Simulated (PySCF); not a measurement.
Compound: CH7FSi2.
InChI=1S/CH7FSi2/c2-1-4-3/h1,4H2,3H3

Theory: MP2 and CCSD/aug-cc-pVDZ in PySCF, restricted Hartree–Fock reference, 12 core orbitals frozen, non-relativistic, gas phase, PBE0-D3(BJ)/def2-SVP geometry.

E(HF) = -719.24013 Eh.

Question: How large is the problem?

Answer: 163 basis functions and 50 electrons; 12 orbitals frozen, which leaves o = 13 correlated occupied and v = 138 virtual orbitals. That is o·v = 1794 singles and o·v(o·v + 1)/2 = 1610115 distinct closed-shell doubles amplitudes before symmetry; the costliest CCSD step grows as o²v⁴ = 6.1 × 10^10.

Question: What are the MP2 and CCSD correlation energies?

Answer: MP2 -0.5667 Eh and CCSD -0.6287 Eh, which gives totals of -719.80678 and -719.86882 Eh. That is 0.658 eV for each correlated electron at CCSD (1651 kJ/mol in all, 0.087 % of the total energy); MP2 gives 90.1 % of the CCSD value.

Question: What is the T1 diagnostic?

Answer: 0.0132, below the customary warning level of 0.02. It is the norm of the spatial-orbital singles amplitudes over the root of the number of correlated electrons, so the norm is 0.067.

Question: How does correlation change the dipole moment?

Answer: HF gives 1.75 D and CCSD (unrelaxed density) 1.52 D, a change of -0.23 D.

No triples correction and no basis-set extrapolation were made.

Conformer computed: `[F:1][CH2:2][SiH2:3][SiH3:4]`: F1–C2–Si3–Si4 -44°.

One conformer stands for the species.
